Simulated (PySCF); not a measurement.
CH₄OSe₂, SMILES CO[Se][SeH].

Geometry: PBE0-D3(BJ)/def2-SVP. This is a generated structure with no PubChem entry under its InChIKey; it may be hypothetical. One conformer was computed; it need not be the lowest.

These are r2SCAN/def2-TZVP (PySCF) values and carry that method's errors.

Gas-phase values at a fixed geometry.

Problem. Estimate the frontier levels, gap, dipole moment and polarisability. (The exact figures need the calculation; the answer reports its results.)

Solution. 
The highest occupied level is -5.87 eV and the lowest empty level comes out as -2.06 eV. The orbital gap comes out as 3.81 eV and the dipole moment is 0.387 e·Å. The quadrupole, principal values (traceless, Buckingham form, about the centre of nuclear charge) comes out as -3.55, 0.03, 3.51 D·Å, the mean static polarisability comes out as 70.6 bohr³ (10.46 Å³) and the polarisability, principal values is 52.9, 66.2, 92.6 bohr³.
